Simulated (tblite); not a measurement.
CH12O2Si4.
SMILES with atom numbers: `[SiH3:1][O:2][CH2:3][SiH2:4][SiH2:5][O:6][SiH3:7]` (hydrogens: H8, H9, H10 on Si1; H11, H12 on C3; H13, H14 on Si4; H15, H16 on Si5; H17, H18, H19 on Si7)

Computed with GFN2-xTB (tblite), gas phase: L-BFGS steps from a force-field or distance-geometry start until the largest atomic force falls under 0.01 eV/Å.

Step 93: E = -638.4847 eV
```
atom  x, y, z in Å  |  force x, y, z in eV/Å
Si1    -3.3478    0.6825    0.8853   -0.013  -0.011   0.003
O2     -2.0216   -0.1506    0.4726    0.016   0.019  -0.006
C3     -1.8376   -1.0721   -0.5884    0.008   0.010   0.000
Si4     0.0382   -1.4569   -0.5733   -0.002   0.000   0.012
Si5     0.9188    0.4411    0.3927    0.002   0.002   0.010
O6      2.5359    0.2571    0.2690   -0.004   0.007  -0.012
Si7     4.0761    0.7436    0.3190    0.005   0.011  -0.006
H8     -2.7954    1.4662    1.9776   -0.001  -0.008  -0.006
H9     -3.8358    1.4887   -0.2383    0.005   0.014  -0.009
H10    -4.4377   -0.2115    1.2891   -0.004  -0.015   0.012
H11    -2.1682   -0.6157   -1.5258   -0.009  -0.011   0.002
H12    -2.4689   -1.9485   -0.4223    0.014   0.012  -0.006
H13     0.2235   -2.7044    0.1916   -0.013  -0.017  -0.001
H14     0.3980   -1.8428   -1.9527    0.009   0.006   0.011
H15     0.6678    0.6313    1.8273    0.002   0.000  -0.003
H16     0.5951    1.7108   -0.2781    0.002   0.002  -0.001
H17     4.2661    1.7364   -0.7373    0.000  -0.008  -0.005
H18     4.3470    1.3340    1.6289   -0.009  -0.013   0.002
H19     4.8370   -0.4802    0.0857   -0.010   0.001   0.003
```

Step 94: E = -638.4848 eV
```
atom  x, y, z in Å  |  force x, y, z in eV/Å
Si1    -3.3504    0.6812    0.8851   -0.011  -0.021   0.002
O2     -2.0224   -0.1480    0.4698    0.015   0.025   0.004
C3     -1.8369   -1.0690   -0.5911    0.008   0.015   0.005
Si4     0.0380   -1.4557   -0.5709    0.007  -0.014   0.014
Si5     0.9203    0.4408    0.3967   -0.001   0.008  -0.008
O6      2.5372    0.2536    0.2748    0.007   0.011  -0.013
Si7     4.0774    0.7425    0.3176   -0.005   0.017  -0.012
H8     -2.7973    1.4686    1.9741   -0.002  -0.007  -0.005
H9     -3.8442    1.4830   -0.2389    0.003   0.018  -0.011
H10    -4.4360   -0.2166    1.2932    0.000  -0.011   0.011
H11    -2.1650   -0.6110   -1.5282   -0.010  -0.010  -0.009
H12    -2.4697   -1.9444   -0.4270    0.010   0.003  -0.006
H13     0.2195   -2.7046    0.1938   -0.015  -0.006  -0.004
H14     0.4009   -1.8437   -1.9492    0.009   0.009   0.011
H15     0.6680    0.6324    1.8303    0.001   0.000   0.006
H16     0.5984    1.7110   -0.2757    0.005  -0.008   0.005
H17     4.2617    1.7352   -0.7409   -0.001  -0.018   0.007
H18     4.3514    1.3340    1.6265   -0.008  -0.014  -0.003
H19     4.8393   -0.4803    0.0823   -0.012   0.003   0.003
```

Step 95: E = -638.4850 eV
```
atom  x, y, z in Å  |  force x, y, z in eV/Å
Si1    -3.3519    0.6796    0.8850   -0.007  -0.022   0.001
O2     -2.0223   -0.1458    0.4677    0.016   0.023   0.009
C3     -1.8358   -1.0667   -0.5933    0.003   0.021   0.015
Si4     0.0382   -1.4541   -0.5691    0.019  -0.029   0.014
Si5     0.9206    0.4419    0.3994   -0.010   0.014  -0.026
O6      2.5371    0.2545    0.2755    0.001   0.008  -0.013
Si7     4.0776    0.7414    0.3160    0.002   0.018  -0.010
H8     -2.7978    1.4699    1.9713   -0.003  -0.005  -0.001
H9     -3.8484    1.4790   -0.2394   -0.002   0.020  -0.013
H10    -4.4342   -0.2205    1.2964    0.000  -0.010   0.010
H11    -2.1629   -0.6080   -1.5299   -0.010  -0.007  -0.021
H12    -2.4690   -1.9415   -0.4304    0.005  -0.006  -0.004
H13     0.2179   -2.7036    0.1965   -0.017   0.003  -0.007
H14     0.4032   -1.8460   -1.9460    0.008   0.013   0.012
H15     0.6682    0.6320    1.8325    0.002   0.002   0.017
H16     0.5976    1.7133   -0.2719    0.009  -0.017   0.010
H17     4.2614    1.7337   -0.7429    0.000  -0.017   0.006
H18     4.3525    1.3323    1.6248   -0.005  -0.011  -0.001
H19     4.8383   -0.4822    0.0805   -0.012   0.003   0.002
```

Step 96: E = -638.4853 eV
```
atom  x, y, z in Å  |  force x, y, z in eV/Å
Si1    -3.3564    0.6760    0.8841    0.002  -0.017  -0.006
O2     -2.0211   -0.1381    0.4620    0.008   0.019   0.013
C3     -1.8333   -1.0601   -0.5979   -0.003   0.026   0.023
Si4     0.0388   -1.4521   -0.5647    0.030  -0.041   0.011
Si5     0.9218    0.4431    0.4051   -0.015   0.016  -0.046
O6      2.5379    0.2534    0.2799    0.001   0.010  -0.013
Si7     4.0790    0.7395    0.3125   -0.001   0.010  -0.007
H8     -2.8017    1.4729    1.9650   -0.005  -0.002   0.007
H9     -3.8610    1.4711   -0.2399   -0.009   0.014  -0.008
H10    -4.4291   -0.2324    1.3031    0.005  -0.005   0.004
H11    -2.1577   -0.6011   -1.5349   -0.005  -0.002  -0.033
H12    -2.4686   -1.9332   -0.4369   -0.003  -0.018   0.001
H13     0.2119   -2.7021    0.2030   -0.019   0.014  -0.008
H14     0.4079   -1.8499   -1.9387    0.010   0.016   0.010
H15     0.6682    0.6306    1.8376    0.004   0.005   0.029
H16     0.5990    1.7160   -0.2650    0.013  -0.028   0.015
H17     4.2579    1.7307   -0.7481    0.002  -0.017   0.007
H18     4.3583    1.3296    1.6205   -0.002  -0.005   0.002
H19     4.8386   -0.4848    0.0759   -0.014   0.006   0.000
```

**Question.** Estimate the geometry and energy of step 97. (The exact step hangs on the optimiser's Hessian estimate; all steps are aligned on step 96, rigid shifts and turns removed.)

**Answer.** E = -638.4857 eV, largest force 0.049 eV/Å
```
atom  x, y, z in Å  |  force x, y, z in eV/Å
Si1    -3.3613    0.6721    0.8827    0.015  -0.006  -0.013
O2     -2.0179   -0.1260    0.4546   -0.002   0.011   0.012
C3     -1.8299   -1.0517   -0.6021   -0.007   0.021   0.024
Si4     0.0401   -1.4508   -0.5599    0.027  -0.038   0.006
Si5     0.9228    0.4443    0.4100   -0.014   0.011  -0.046
O6      2.5387    0.2532    0.2833   -0.005   0.011  -0.013
Si7     4.0803    0.7376    0.3085   -0.003  -0.002  -0.001
H8     -2.8083    1.4749    1.9594   -0.006   0.002   0.018
H9     -3.8747    1.4650   -0.2393   -0.018   0.003  -0.002
H10    -4.4217   -0.2482    1.3078    0.008   0.000  -0.003
H11    -2.1521   -0.5951   -1.5410    0.004   0.002  -0.033
H12    -2.4672   -1.9230   -0.4406   -0.011  -0.023   0.005
H13     0.2044   -2.7001    0.2108   -0.018   0.015  -0.006
H14     0.4118   -1.8549   -1.9310    0.015   0.016   0.004
H15     0.6678    0.6272    1.8430    0.008   0.007   0.027
H16     0.6001    1.7185   -0.2576    0.014  -0.030   0.016
H17     4.2548    1.7274   -0.7533    0.006  -0.011   0.001
H18     4.3640    1.3263    1.6156    0.002   0.002   0.008
H19     4.8387   -0.4876    0.0716   -0.017   0.009  -0.004
```

The energy changes by -0.0004 eV. The first-order estimate −F·Δx gives -0.0006 eV and the mean of the old and new forces, exact on a quadratic surface, -0.0004 eV. The step makes an angle of 83° with the force vector and moves no atom by more than 0.018 Å.

What follows is the cost of the whole relaxation. Time: 2.0 s of wall time. Hardware: one thread of an Arm Neoverse N1, shared host with 64 logical CPUs at a one-minute load of 60.
